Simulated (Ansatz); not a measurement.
Diatomic ZnGe, multiplicity 3 (lowest of 2S+1 = 1, 3 at CCSD(T)/def2-TZVPP on PBE0 minima; our sources give no spin for the ground state, which may be another). No spin–orbit coupling. Zn is treated without relativity. Ge is treated without relativity.

Seven points along R, fitted to fifth degree in 1/R; most abundant isotopes. Runs in def2 and cc sets follow the lowest solution found near the PBE0 minimum.

The values were computed with Ansatz (a program for electronic structure). 

Question: What bond length and harmonic frequency does SVWN5/def2-TZVPP give?

Answer: r_e = 2.358 Å, ω_e = 227 cm⁻¹.

Question: What bond length and harmonic frequency does PBE/def2-TZVPP give?

Answer: r_e = 2.439 Å, ω_e = 200 cm⁻¹.

Question: What bond length and harmonic frequency does BHLYP/def2-TZVPP give?

Answer: r_e = 2.516 Å, ω_e = 166 cm⁻¹.
